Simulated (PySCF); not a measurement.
A geometry optimisation, step by step.

Compound: AlBrH4OSi.
SMILES with atom numbers: `[AlH2:1][O:2][SiH2:3][Br:4]` (hydrogens: H5, H6 on Al1; H7, H8 on Si3)

Method: PySCF 2.14.0, PBE0-D3(BJ)/def2-SVP geometry optimisation, gas phase; density fitting, grid level 1; the optimiser is geomeTRIC in internal coordinates, started from a GFN2-xTB structure with every atom displaced at random (about 0.01 Å). 14 of its 15 geometries are shown. The frame can shift and turn from step to step; on so coarse a grid that alone can change the energy by a few meV, and forces under 0.02 eV/Å are noise.

Step 0: E = -86604.9717 eV, largest atomic force 1.468 eV/Å
```
atom  x, y, z in Å  |  force x, y, z in eV/Å
Al1    -1.766   -0.524   -0.203   -1.283   0.484  -0.524
O2     -0.232   -0.033    0.162    0.826   0.269   0.415
Si3     1.308    0.410    0.365    0.228  -0.232  -0.453
Br4     2.322    0.306   -1.605    0.171   0.013  -0.240
H5     -2.795    0.573   -0.626   -0.190   0.255  -0.042
H6     -2.133   -1.984   -0.157   -0.203  -1.214   0.112
H7      1.364    1.800    0.794    0.166   0.531   0.339
H8      1.986   -0.567    1.218    0.285  -0.105   0.395
```

Step 1: E = -86605.1011 eV, largest atomic force 0.368 eV/Å
```
atom  x, y, z in Å  |  force x, y, z in eV/Å
Al1    -1.019   -0.343   -0.314    0.176  -0.141   0.058
O2      0.582    0.160    0.080   -0.338  -0.128  -0.071
Si3     2.147    0.591    0.250    0.068   0.084   0.124
Br4     3.181    0.475   -1.724   -0.029  -0.023   0.011
H5     -2.072    0.774   -0.709    0.084  -0.019   0.022
H6     -1.379   -1.905   -0.234    0.140   0.304   0.003
H7      2.276    1.993    0.738   -0.060   0.006  -0.084
H8      2.871   -0.312    1.186   -0.041  -0.082  -0.062
```

Step 2: E = -86605.1125 eV, largest atomic force 0.164 eV/Å
```
atom  x, y, z in Å  |  force x, y, z in eV/Å
Al1    -1.011   -0.341   -0.311    0.076  -0.009   0.006
O2      0.578    0.161    0.086   -0.156  -0.051   0.000
Si3     2.142    0.592    0.255    0.048   0.023   0.058
Br4     3.160    0.461   -1.725    0.007  -0.007  -0.010
H5     -2.052    0.779   -0.706    0.006   0.016   0.000
H6     -1.350   -1.887   -0.232    0.045   0.048   0.009
H7      2.264    1.998    0.726   -0.016   0.002  -0.038
H8      2.857   -0.329    1.179   -0.010  -0.022  -0.025
```

Step 3: E = -86605.1137 eV, largest atomic force 0.040 eV/Å
```
atom  x, y, z in Å  |  force x, y, z in eV/Å
Al1    -1.009   -0.336   -0.310   -0.009   0.011  -0.018
O2      0.574    0.165    0.091   -0.019   0.013   0.032
Si3     2.140    0.590    0.258    0.013  -0.005  -0.001
Br4     3.152    0.450   -1.726    0.009  -0.004  -0.004
H5     -2.053    0.783   -0.706    0.005   0.009   0.000
H6     -1.332   -1.879   -0.230    0.002  -0.025   0.004
H7      2.264    1.999    0.718    0.001   0.002  -0.010
H8      2.852   -0.339    1.176   -0.001   0.000  -0.003
```

Step 4: E = -86605.1138 eV, largest atomic force 0.042 eV/Å
```
atom  x, y, z in Å  |  force x, y, z in eV/Å
Al1    -1.010   -0.335   -0.309   -0.018   0.005  -0.018
O2      0.571    0.166    0.095    0.015   0.018   0.034
Si3     2.139    0.590    0.259   -0.002  -0.010  -0.016
Br4     3.150    0.445   -1.726    0.005  -0.004   0.000
H5     -2.049    0.788   -0.706   -0.001  -0.001  -0.002
H6     -1.330   -1.879   -0.229   -0.002  -0.013   0.001
H7      2.265    2.000    0.714    0.003   0.002  -0.004
H8      2.851   -0.340    1.176    0.000   0.003   0.003
```

Step 5: E = -86605.1140 eV, largest atomic force 0.055 eV/Å
```
atom  x, y, z in Å  |  force x, y, z in eV/Å
Al1    -1.012   -0.328   -0.309   -0.013  -0.023  -0.009
O2      0.567    0.173    0.106    0.040   0.029   0.024
Si3     2.139    0.587    0.260   -0.018  -0.015  -0.031
Br4     3.145    0.427   -1.727   -0.003  -0.005   0.008
H5     -2.050    0.794   -0.709   -0.003  -0.006  -0.003
H6     -1.325   -1.876   -0.231   -0.009   0.013  -0.005
H7      2.275    2.000    0.704    0.004   0.001   0.004
H8      2.848   -0.343    1.178    0.001   0.006   0.011
```

Step 6: E = -86605.1141 eV, largest atomic force 0.039 eV/Å
```
atom  x, y, z in Å  |  force x, y, z in eV/Å
Al1    -1.013   -0.322   -0.310    0.006  -0.028   0.002
O2      0.563    0.182    0.119    0.031   0.023   0.006
Si3     2.138    0.585    0.262   -0.019  -0.013  -0.025
Br4     3.139    0.403   -1.726   -0.005  -0.006   0.010
H5     -2.048    0.801   -0.714   -0.006  -0.009  -0.004
H6     -1.323   -1.872   -0.236   -0.011   0.026  -0.008
H7      2.287    2.000    0.694    0.003   0.000   0.006
H8      2.845   -0.344    1.183    0.001   0.006   0.013
```

Step 8: E = -86605.1143 eV, largest atomic force 0.048 eV/Å
```
atom  x, y, z in Å  |  force x, y, z in eV/Å
Al1    -1.012   -0.303   -0.324    0.031  -0.002   0.019
O2      0.552    0.206    0.147   -0.027  -0.004  -0.040
Si3     2.136    0.579    0.275    0.009   0.003   0.022
Br4     3.132    0.333   -1.709    0.002  -0.005   0.006
H5     -2.045    0.816   -0.742   -0.002  -0.002  -0.005
H6     -1.321   -1.853   -0.268   -0.004   0.009  -0.007
H7      2.318    1.999    0.676   -0.004   0.001  -0.002
H8      2.827   -0.343    1.216   -0.006   0.002   0.006
```

Step 9: E = -86605.1141 eV, largest atomic force 0.101 eV/Å
```
atom  x, y, z in Å  |  force x, y, z in eV/Å
Al1    -1.007   -0.285   -0.351    0.022   0.032   0.024
O2      0.542    0.231    0.165   -0.064  -0.026  -0.073
Si3     2.132    0.573    0.296    0.039   0.016   0.070
Br4     3.142    0.261   -1.670    0.009  -0.003   0.001
H5     -2.040    0.828   -0.786    0.007   0.011  -0.005
H6     -1.319   -1.833   -0.318    0.011  -0.026  -0.001
H7      2.341    1.997    0.670   -0.010   0.002  -0.014
H8      2.797   -0.338    1.266   -0.012  -0.005  -0.001
```

Step 10: E = -86605.1139 eV, largest atomic force 0.114 eV/Å
```
atom  x, y, z in Å  |  force x, y, z in eV/Å
Al1    -1.002   -0.278   -0.377    0.003   0.053   0.017
O2      0.537    0.243    0.164   -0.077  -0.036  -0.077
Si3     2.128    0.571    0.314    0.050   0.022   0.091
Br4     3.162    0.226   -1.633    0.013   0.001  -0.004
H5     -2.036    0.832   -0.821    0.014   0.019  -0.003
H6     -1.318   -1.823   -0.358    0.023  -0.052   0.004
H7      2.346    1.996    0.676   -0.012   0.002  -0.021
H8      2.770   -0.334    1.306   -0.015  -0.009  -0.008
```

Step 11: E = -86605.1145 eV, largest atomic force 0.072 eV/Å
```
atom  x, y, z in Å  |  force x, y, z in eV/Å
Al1    -1.001   -0.279   -0.383   -0.019   0.042  -0.003
O2      0.538    0.241    0.151   -0.043  -0.022  -0.050
Si3     2.127    0.572    0.319    0.030   0.015   0.063
Br4     3.178    0.233   -1.620    0.016  -0.001   0.001
H5     -2.035    0.830   -0.828    0.014   0.017   0.000
H6     -1.317   -1.825   -0.366    0.021  -0.048   0.006
H7      2.337    1.998    0.684   -0.008   0.002  -0.013
H8      2.760   -0.334    1.315   -0.011  -0.005  -0.005
```

Step 12: E = -86605.1150 eV, largest atomic force 0.036 eV/Å
```
atom  x, y, z in Å  |  force x, y, z in eV/Å
Al1    -1.003   -0.280   -0.387   -0.030   0.014  -0.015
O2      0.538    0.240    0.142    0.010  -0.003  -0.030
Si3     2.126    0.572    0.321    0.002   0.003   0.032
Br4     3.190    0.236   -1.611    0.009  -0.002   0.008
H5     -2.034    0.832   -0.831    0.008   0.008   0.001
H6     -1.313   -1.828   -0.366    0.014  -0.021   0.004
H7      2.332    1.998    0.685   -0.005   0.002  -0.004
H8      2.752   -0.337    1.318   -0.008   0.000   0.004
```

Step 13: E = -86605.1152 eV, largest atomic force 0.031 eV/Å
```
atom  x, y, z in Å  |  force x, y, z in eV/Å
Al1    -1.004   -0.280   -0.392   -0.025  -0.003  -0.018
O2      0.538    0.240    0.131    0.024   0.005  -0.019
Si3     2.125    0.572    0.324   -0.010  -0.002   0.014
Br4     3.205    0.239   -1.600    0.006  -0.003   0.009
H5     -2.035    0.833   -0.836    0.005   0.004   0.001
H6     -1.310   -1.830   -0.370    0.009  -0.005   0.002
H7      2.327    1.999    0.690   -0.003   0.002   0.002
H8      2.742   -0.338    1.325   -0.006   0.003   0.009
```

Step 14: E = -86605.1152 eV, largest atomic force 0.024 eV/Å
```
atom  x, y, z in Å  |  force x, y, z in eV/Å
Al1    -1.005   -0.280   -0.396   -0.015  -0.005  -0.017
O2      0.538    0.240    0.125    0.017   0.006  -0.016
Si3     2.124    0.572    0.326   -0.007  -0.003   0.009
Br4     3.213    0.240   -1.593    0.004  -0.004   0.009
H5     -2.036    0.833   -0.839    0.003   0.002   0.001
H6     -1.308   -1.831   -0.372    0.006  -0.001   0.001
H7      2.324    1.999    0.693   -0.003   0.001   0.004
H8      2.737   -0.339    1.329   -0.005   0.004   0.010
```

Task: Summarise the path.

Result: The energy falls by 3.31 kcal/mol from step 0 to step 14; nine tenths of that is first reached at step 1. It rises by more than 0.2 meV at step 9. The largest force goes from 1.468 to 0.024 eV/Å. Among the bonds Al1–H6 changes most, from 1.506 to 1.581 Å; the atoms move by 0.105 Å rms after alignment.

Task: Follow the three bonds and two angles with the largest change from start to end.

Result: 
| step | E above end (kcal/mol) | largest force (eV/Å) | Al1–H6 (Å) | Al1–O2 (Å) | Si3–H7 (Å) | Al1–O2–Si3 (°) | H7–Si3–H8 (°) |
| --- | --- | --- | --- | --- | --- | --- | --- |
| 0 | 3.31 | 1.468 | 1.506 | 1.651 | 1.455 | 174.2 | 116.6 |
| 1 | 0.33 | 0.368 | 1.605 | 1.723 | 1.489 | 172.5 | 108.8 |
| 2 | 0.06 | 0.164 | 1.584 | 1.713 | 1.488 | 172.3 | 110.4 |
| 3 | 0.04 | 0.040 | 1.579 | 1.708 | 1.487 | 171.9 | 111.2 |
| 4 | 0.03 | 0.042 | 1.580 | 1.707 | 1.487 | 171.7 | 111.3 |
| 5 | 0.03 | 0.055 | 1.581 | 1.708 | 1.487 | 170.9 | 111.5 |
| 6 | 0.03 | 0.039 | 1.582 | 1.709 | 1.487 | 169.9 | 111.6 |
| 7 | 0.02 | 0.035 | 1.582 | 1.710 | 1.487 | 168.6 | 111.5 |
| 8 | 0.02 | 0.048 | 1.581 | 1.711 | 1.487 | 167.6 | 111.3 |
| 9 | 0.03 | 0.101 | 1.579 | 1.712 | 1.487 | 165.7 | 111.1 |
| 10 | 0.03 | 0.114 | 1.578 | 1.712 | 1.487 | 165.2 | 110.9 |
| 11 | 0.02 | 0.072 | 1.578 | 1.711 | 1.487 | 166.0 | 111.1 |
| 12 | 0.01 | 0.036 | 1.580 | 1.710 | 1.487 | 166.6 | 111.3 |
| 13 | 0.00 | 0.031 | 1.581 | 1.709 | 1.486 | 167.2 | 111.5 |
| 14 | 0.00 | 0.024 | 1.581 | 1.709 | 1.486 | 167.4 | 111.5 |

What follows is the cost of the whole optimisation. Time: 59 s; peak memory 0.41 GiB. Hardware: Arm Neoverse V1, one thread, on a shared host.
